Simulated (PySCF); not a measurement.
C₇H₉FSi.
Structure used (PBE0-D3(BJ)/def2-SVP), in Å, numbered top down from 1:
```
atom  x, y, z in Å
F1     2.4847    0.2030    2.4035
C2     1.8851    0.2093    1.2130
C3     2.4959    0.8637    0.1505
C4     1.8511    0.8542   -1.0844
C5     0.6293    0.2048   -1.2452
C6     0.0226   -0.4564   -0.1685
C7    -1.3145   -1.1185   -0.3241
Si8   -2.7309    0.0525    0.1459
C9     0.6679   -0.4440    1.0744
H10    3.4544    1.3625    0.3022
H11    2.3123    1.3604   -1.9358
H12    0.1372    0.2068   -2.2209
H13   -1.4723   -1.4454   -1.3641
H14   -1.3896   -2.0153    0.3117
H15   -2.5876    0.4698    1.5735
H16   -2.6941    1.2673   -0.7230
H17   -4.0488   -0.6333   -0.0304
H18    0.2351   -0.9421    1.9448
```

Computed with TDDFT wB97X-D/def2-SVPD, vertical, gas phase, core orbitals frozen in the response in PySCF 2.14.0, density-fitted response routines.

Transition dipole moments from the ground state, in atomic units and in the frame of the coordinates above (overall signs are arbitrary), for the states with f of 0.002 or more among the lowest 7:

```
state  E (eV)      μx      μy      μz
   S1   5.297  -0.337  -0.127  -0.040
   S2   5.958  -0.740  -0.152   0.005
   S3   6.787   0.594   0.610  -1.300
   S4   6.863  -1.975  -0.588  -0.592
   S5   7.025   0.178  -0.056  -0.073
   S6   7.427  -0.053   0.113   0.033
   S7   7.603   0.170  -0.063  -0.042
```

Problem. What oscillator strength does each state have?

Solution. f = (2/3) ΔE |μ|² with ΔE in hartree (27.2114 eV).

| state | \|μ\|² (au) | \|μ\| (D) | f |
| --- | --- | --- | --- |
| S1 | 0.131 | 0.92 | 0.017 |
| S2 | 0.570 | 1.92 | 0.083 |
| S3 | 2.415 | 3.95 | 0.402 |
| S4 | 4.596 | 5.45 | 0.773 |
| S5 | 0.040 | 0.51 | 0.007 |
| S6 | 0.017 | 0.33 | 0.003 |
| S7 | 0.035 | 0.47 | 0.006 |

Problem. What angle do the transition dipoles of S1 and S4 make?

Solution. |cos θ| = |μa·μb| / (|μa| |μb|) = 0.98, so θ ≈ 10° (taken between 0 and 90°, since the signs are arbitrary).

Problem. What peak molar absorption coefficient would the strongest computed level give as a lone Gaussian band 0.3 eV wide at half height?

Solution. ε(max) = 2.175×10⁸ f / FWHM, with the width in cm⁻¹. S4: 2.175×10⁸ × 0.7726 / 2420 ≈ 69000 L mol⁻¹ cm⁻¹.

The vertical ionisation energy (ΔSCF) is 8.81 eV, 1.20 eV above S7.

Hardware: an Intel Xeon at 2.50 GHz with one thread, no GPU (shared host). Cost: 12 min wall, 10 min CPU, 1.2 GiB resident at most.

One conformer stands for the species.
